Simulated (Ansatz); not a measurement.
Complex (SMILES): [SiH4] (SiH4) with [H][H] (H2), atoms 1 to 5 the first; geometry from B3LYP-D3(BJ)/def2-TZVP, monomers rigid:
```xyz
7

Si     0.0572    -0.2137    -0.1147
H      1.0024     0.6011     0.6813
H     -0.6863    -1.1236     0.7855
H     -0.8976     0.6793    -0.8090
H      0.8074    -1.0085    -1.1129
H     -1.6187     1.7089     2.1168
H     -2.0030     2.1245     2.5994
```

The counterpoise-corrected interaction energy at MP2 with Ansatz (a program for electronic structure), in kcal/mol, split into its Hartree-Fock and correlation parts. Cores are frozen. No added dispersion term, no relativity. Functions are those of the species that has most.

```
basis            X  functions  Hartree-Fock    MP2
---------------  -  ---------  ------------  -----
aug-cc-pV(D+d)Z  2         86          0.33  -0.06
aug-cc-pV(T+d)Z  3        193          0.34  -0.11
aug-cc-pV(Q+d)Z  4        365          0.34  -0.12
```

Worked estimate of the basis-set limit from each neighbouring pair, with Hartree-Fock from the larger set and the correlation part extrapolated as X^-3.
Correlation parts: X = 2: -0.39, X = 3: -0.45, X = 4: -0.46.
- (2,3): (27·(-0.45) - 8·(-0.39))/19 = -0.48; with Hartree-Fock 0.34 the estimate is -0.14 kcal/mol.
- (3,4): (64·(-0.46) - 27·(-0.45))/37 = -0.47; with Hartree-Fock 0.34 the estimate is -0.13 kcal/mol.
The last two estimates differ by 0.01 kcal/mol; the largest set lies 0.01 from the last. Over the last step Hartree-Fock moves by 0.00 and the correlation part by -0.01.
